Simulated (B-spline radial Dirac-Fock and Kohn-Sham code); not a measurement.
**In: computed levels beside tabulated edges**

Level of theory: multi-electron Dirac-Fock with separately optimised hole states, Breit and Lamb-shift corrections added in first order; a radial finite-basis atomic code. Correlation and solid-state effects are left out.

The run's input, task.json:

```json
{"items": [{
  "Z": 49,
  "q": 0,
  "cfg": [[1, 0, 2], [2, 0, 2], [2, 1, 6], [3, 0, 2], [3, 1, 6], [3, 2, 10], [4, 0, 2], [4, 1, 6], [4, 2, 10], [5, 0, 2], [5, 1, 1]],
  "A": 115,
  "rrms": 4.6156,
  "do": ["binding"],
  "screen": [5, 1]
}]}
```

Launch: `python xray_run.py task.json out`

Two models are given for [Kr] 4d10 5s2 5p1. In the first the electron is removed to infinity. In the second it is placed in the 5p shell, so that the atom stays neutral; this mimics a hole screened by valence charge, or the onset of absorption below the ionisation limit. The tabulated edges (Elam, Ravel and Sieber, Radiat. Phys. Chem. 63, 121 (2002)) refer to the element in its standard state, with the Fermi level as zero for a metal.

```
     level  ionised (eV)  screened (eV)  tabulated (eV)
    K (1s)       27947.2        27940.8         27940.0
   L1 (2s)        4252.6         4246.2          4238.0
L2 (2p1/2)        3947.2         3940.9          3938.0
L3 (2p3/2)        3739.2         3732.9          3730.0
   M1 (3s)         837.2          830.9           827.2
M2 (3p1/2)         713.8          707.4           703.2
M3 (3p3/2)         675.3          669.0           665.3
M4 (3d3/2)         459.0          452.7           451.4
M5 (3d5/2)         451.5          445.1           443.9
   N1 (4s)         138.8          132.5           122.9
N2 (4p1/2)         96.86          90.54           73.50
N3 (4p3/2)         90.23          83.92           73.50
```

Q: Which of the two models lies closer to the table on average?

A: The screened model lies closer: the mean absolute deviations are 11.8 eV (ionised) and 5.5 eV (screened). Screening lowers the levels by 6.3 eV on average.
